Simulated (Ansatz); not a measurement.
Calculation: Ansatz (a program for electronic structure) with B3LYP-D3(BJ)/def2-TZVP. No frequencies were computed at this level.

Ansatz 0.2 input:
```yaml
crystal:
  periodic: [false, false, false]
  atoms:
    - { symbol: B, position_ang: [-0.282388, 0.430964, 0.0] }
    - { symbol: Br, position_ang: [1.466633, -0.123409, -0.000005] }
    - { symbol: H, position_ang: [-1.184244, -0.307555, 0.000005] }
basis:
  gaussian: { orbitals: def2-tzvp }
hamiltonian:
  xc: b3lyp
  dispersion: d3bj
relax:
  max_steps: 150
magnetization:
  spin_polarized: true
  initial_magnetization: 1
```

Output:

```
Functional definition: B3LYP
626 factors; their error is unknown
mean field evaluation 1: about -70736.5759 eV, gradient 1.5e1 eV
mean field evaluation 2: about -70735.9056 eV, gradient 1.8e1 eV
mean field evaluation 4: about -70737.9423 eV, gradient 6.5e-1 eV
mean field evaluation 8: about -70738.2892 eV, gradient 3.6e-2 eV
mean field evaluation 16: about -70738.2892 eV, gradient 4.6e-5 eV
mean field -70738.28922799 eV, -2599.5841809942 hartree, gradient 4.6e-5 eV, S^2 0.752490; 0 other end points of the search recorded, 0 dependent functions left out
reference -70738.28942284 eV, -2599.5841881545 hartree; 21, 20 occupied and 64, 65 virtual orbitals, 626 factors
relax step   1: F+E_penalty+E_count = -70738.36789013 eV  Δ(F+E_penalty+E_count) = +0.000e0 eV  max|allowed force component| = 9.081e-1 eV/Å  Δτ_max = 0.0000 Å  (30 SCF iters, accepted)
these checks for a lower state are left out or cut short: starts, cluster_reference, orbital_swaps, neighbouring_geometries, increment
626 factors; their error is unknown
mean field -70738.31166620 eV, -2599.5850055829 hartree, gradient 1.3e-5 eV, S^2 0.752487; 0 other end points of the search recorded, 0 dependent functions left out
reference -70738.31186197 eV, -2599.5850127775 hartree; 21, 20 occupied and 64, 65 virtual orbitals, 626 factors
relax step   2: F+E_penalty+E_count = -70738.39003756 eV  Δ(F+E_penalty+E_count) = -2.215e-2 eV  max|allowed force component| = 3.418e-1 eV/Å  Δτ_max = 0.0265 Å  (34 SCF iters, accepted)
these checks for a lower state are left out or cut short: starts, cluster_reference, orbital_swaps, neighbouring_geometries, increment
626 factors; their error is unknown
mean field evaluation 32: about -70738.3157 eV, gradient 1.3e-5 eV
mean field -70738.31573059 eV, -2599.5851549467 hartree, gradient 1.3e-5 eV, S^2 0.752496; 0 other end points of the search recorded, 0 dependent functions left out
reference -70738.31592661 eV, -2599.5851621503 hartree; 21, 20 occupied and 64, 65 virtual orbitals, 626 factors
relax step   3: F+E_penalty+E_count = -70738.39401337 eV  Δ(F+E_penalty+E_count) = -3.976e-3 eV  max|allowed force component| = 4.073e-2 eV/Å  Δτ_max = 0.0100 Å  (35 SCF iters, accepted)
these checks for a lower state are left out or cut short: starts, cluster_reference, orbital_swaps, neighbouring_geometries, increment
626 factors; their error is unknown
mean field -70738.31581361 eV, -2599.5851579974 hartree, gradient 1.2e-5 eV, S^2 0.752499; 0 other end points of the search recorded, 0 dependent functions left out
reference -70738.31600959 eV, -2599.5851651996 hartree; 21, 20 occupied and 64, 65 virtual orbitals, 626 factors
relax step   4: F+E_penalty+E_count = -70738.39410467 eV  Δ(F+E_penalty+E_count) = -9.131e-5 eV  max|allowed force component| = 1.990e-3 eV/Å  Δτ_max = 0.0029 Å  (35 SCF iters, accepted)
626 factors; their error is unknown
mean field -70738.31581361 eV, -2599.5851579974 hartree, gradient 1.2e-5 eV, S^2 0.752499; 1 other end points of the search recorded, 0 dependent functions left out
reference -70738.31600959 eV, -2599.5851651996 hartree; 21, 20 occupied and 64, 65 virtual orbitals, 626 factors
Total energy: -70738.39430065 eV, -2599.5880423432 hartree
Atom 0 at    -0.289652     0.436406     0.000000 Å, force    -0.001990    -0.000278     0.000000 eV/Å
Atom 1 at     1.502477    -0.124764    -0.000005 Å, force     0.000051    -0.000450     0.000000 eV/Å
Atom 2 at    -1.212823    -0.311642     0.000005 Å, force     0.001939     0.000728    -0.000000 eV/Å
Dipole moment:    -0.019884    -0.100134     0.000000 e Å
```

Cost: very roughly 17 core-seconds.
